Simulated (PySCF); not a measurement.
Compound: C5H6NPS.
SMILES: `p1cncc(SC)c1`

Torsions of this conformer, `[CH3:1][S:2][c:3]1[cH:4][n:5][cH:6][p:7][cH:8]1`: C1–S2–C3–C4 1°.

The closed-shell ground state was solved at several levels (PySCF, density fitting, gas phase, non-relativistic). One conformer (not necessarily the lowest) at the PBE0-D3(BJ)/def2-SVP geometry, without solvent, vibrations or thermal averaging.

| level | basis functions | HOMO (eV) | LUMO (eV) | gap (eV) | dipole (D) |
| --- | --- | --- | --- | --- | --- |
| PBE0/pcSseg-1 | 180 | -6.65 | -1.90 | 4.75 | 2.20 |
| PBE0/def2-SVPD | 219 | -6.63 | -1.89 | 4.74 | 2.21 |

Question: Estimate the row for wB97X-D/pcSseg-1, a basis of 180 functions; the other rows only guide the guess.

Answer: HOMO -8.39 eV, LUMO -0.26 eV, gap 8.13 eV, dipole 2.11 D.

Question: How far do the dipole and the HOMO energy spread over the levels?

Answer: The dipole runs from 2.11 to 2.21 D (mean 2.17 D) and the HOMO from -8.39 to -6.63 eV.
